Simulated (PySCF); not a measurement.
**Ionising BPb**

UHF-CCSD(T); B aug-cc-pVDZ, Pb aug-cc-pVDZ-PP with ECP60; scalar-relativistic core potentials (PySCF 2.14). Neutral (UHF): quartet (σ ↑, π ↑↑), Re = 2.294 Å, ωe = 482 cm⁻¹, De = 2.12 eV.

BPb⁻ (UHF): triplet (σ ↑, π ↑), Re = 2.242 Å, ωe = 506 cm⁻¹, De = 2.13 eV to B + Pb⁻. The energies at the minima are -216.57590 hartree for BPb and -216.62084 for BPb⁻.

**Question.** Work out the adiabatic electron affinity, without and with harmonic zero-point energies (1 hartree = 27.2114 eV, 1 eV = 8065.5 cm⁻¹), and the change of the bond length.

**Answer.** At UHF-CCSD(T): 0.04494 hartree = 1.223 eV between the minima; the zero-point term (482.0 − 506.0)/2 cm⁻¹ = -0.001 eV makes it 1.221 eV. Re changes by -5.2 pm against the neutral. The electron enters a π orbital; the charge polarises the partner, so the anion is bound more strongly.

Correlated steps freeze 5 core orbitals. Correlated levels converge slowly with the basis: in double zeta they bind strong bonds too weakly, by up to about 1 eV, and carry superposition errors of some tenths. Spin–orbit coupling is left out, which matters for elements this heavy, above all for dissociation energies. For an ion De counts to the pair picked by the measured ionisation energies or electron affinities, which need not be the lowest pair at this level. States were picked by a PBE0 search and need not be the measured ground states.
